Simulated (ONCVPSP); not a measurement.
What one change does to a pseudopotential (I (Z = 53), ONCV)

- Element: I
- Generator: ONCVPSP 4.0.1
- Type: optimised norm-conserving Vanderbilt (ONCV)
- Functional: BLYP
- Relativity: fully relativistic
- Frozen core: [Kr]
- Valence charge: 17
- Reference configuration: 4d10 5s2 5p5
- Partial waves: 5s: rc 1.60 bohr, ncon 4, nbas 9, qcut 3.6 1/bohr, 3 projectors, debl 0.7 Ha; 5p: rc 1.90 bohr, ncon 4, nbas 8, qcut 4.4 1/bohr, 1 projector; 4d: rc 1.20 bohr, ncon 4, nbas 9, qcut 12.7 1/bohr, 1 projector
- Local potential: polynomial inside 0.85 bohr (lpopt 2, dvloc0 0 Ha)
- Core correction: none

Open shells are filled in proportion to 2j + 1.

All-electron outer shells of the reference configuration (BLYP, scalar-relativistic, ld1.x):

```
shell  level (eV)  outermost node (bohr)  outermost maximum (bohr)
   4s     -180.28                   0.37                      0.68
   4p     -127.28                   0.37                      0.72
   4d      -50.06                   0.35                      0.78
   5s      -17.28                   0.88                      1.70
   5p       -6.91                   0.96                      2.02
```

Change: d: qcut 7.9.

Cutoffs: the cutoffs (Ha) at which the residual kinetic energy of the hardest occupied pseudo-wave falls to 1 and 0.1 mHa per electron; they do not see the model core or the augmentation charge, which bear on the density cutoff. Errors are all-electron minus pseudo energies relative to the spin-unpolarised reference configuration.

Q: How do hardness, ghosts and transferability respond?

A: The potential gets harder (56 Ha and 65 Ha → 195 Ha and 226 Ha); both files keep a bound ghost (p, s); the errors of the 3 common tests hardly move; the range in which the d5/2 phases agree narrows (upper end 4.8 → 3.5); the range in which the d3/2 phases agree narrows (upper end at the end of the scan → 3.3).

```csv
quantity,base,changed
"cutoff, loose",56 Ha,195 Ha
"cutoff, tight",65 Ha,226 Ha
loose cutoff by channel,"s 14 Ha, p 8.8 Ha, d 56 Ha","s 14 Ha, p 8.8 Ha, d 195 Ha"
bound ghosts,"s, p3/2, p1/2","s, p3/2, p1/2"
GHOST(+) flags under 300 eV,none,none
tests with a reliable result,3 of 4,3 of 4
"error for 4d10 5s2 5p4, meV [ΔE 10.99 eV]",+1.2,+1.2
"error for 4d10 5s2 5p3, meV [ΔE 30.71 eV]",+7.8,+7.9
"error for 4d10 5s2 5p2, meV [ΔE 59.97 eV]",+28,+28
s: phases at 1.62 bohr within 0.05 rad from the reference energy up to (Ha; the scan ends near 5),to the end of the scan,to the end of the scan
p3/2: phases at 1.93 bohr within 0.05 rad from the reference energy up to (Ha; the scan ends near 5),3.2,3.2
p1/2: phases at 1.93 bohr within 0.05 rad from the reference energy up to (Ha; the scan ends near 5),3.4,3.4
d5/2: phases at 1.22 bohr within 0.05 rad from the reference energy up to (Ha; the scan ends near 5),4.8,3.5
d3/2: phases at 1.22 bohr within 0.05 rad from the reference energy up to (Ha; the scan ends near 5),to the end of the scan,3.3
```

 A true bound ghost makes a file unfit for plane-wave use even where its test errors are small: the radial tests pick states by their node count and pass the ghost by.
